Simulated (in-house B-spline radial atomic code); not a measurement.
Values are calculated unless marked as measured or tabulated.
## Softness against transferability: the 5s channel of Te

Te, [Kr] 4d10 5s2 5p4, non-relativistic LDA (VWN5), spherical and spin-unpolarised, from an all-electron radial atomic-structure program (B-spline basis) (atomic units). The all-electron 5s level is ε = -0.520997 hartree, its outermost node lies just inside 0.97 bohr and its outer maximum at 1.86 bohr.

Troullier-Martins pseudo-orbitals are made for several radii. The cutoffs (hartree) are the plane-wave energies beyond which the orbital holds less than the named kinetic energy per electron. The phase error is the difference, pseudo minus all-electron, of arctan(R P'/P) at R = 2.91 bohr for all radii, half a hartree below and above the level.

```
r_c (bohr)  V_l(0) (hartree)  cutoff for 10 mEh  for 1 mEh  for 0.1 mEh  phase error at ε − 0.5 (mrad)  at ε + 0.5 (mrad)
       1.4             -9.47                 18       53.3         94.7                           -2.8              -19.7
      1.62             -0.77               10.2       25.1         46.1                           -1.2               -3.7
      1.86              2.69               5.12       13.7         25.3                           -0.8               -2.2
      2.11              2.11               4.87       13.1         23.9                           -1.0               -2.8
      2.35              1.01               4.38       11.3         20.2                           -2.0               -5.6
      2.61              0.22                3.7       9.33         12.9                           -4.6              -12.4
```

Which radius needs the lowest cutoff for 0.1 mEh while both phase errors stay within 5.7 mrad?

The radii within that limit are 1.62, 1.86, 2.11, 2.35 bohr; of these r_c = 2.35 needs the least, 20.2 hartree, that is 40.4 Ry or 550 eV.

What does the larger radius buy, and what does it cost?

From r_c = 1.4 to 2.61 bohr the cutoff for 1 mEh goes from 53.3 to 9.33 hartree, a factor of 5.71, against 3.48 for a pure 1/r_c² scaling, end to end; step by step it is 53.3, 25.1, 13.7, 13.1, 11.3, 9.33, and for 0.1 mEh 94.7, 46.1, 25.3, 23.9, 20.2, 12.9; the number of plane waves goes as the cutoff to the power 3/2, here a factor of 13.7. The larger of the two phase errors is least at r_c = 1.86 bohr, 2.2 mrad; it is 19.7 at the smallest radius and 12.4 at the largest. These errors test the reference atom alone. The smallest radius lies well inside the outer maximum, where the nodeless form must bend sharply to keep the norm, so it is both harder and scatters less well than the next. Large radii also let the cores of neighbours overlap, which an atom doesn't show.
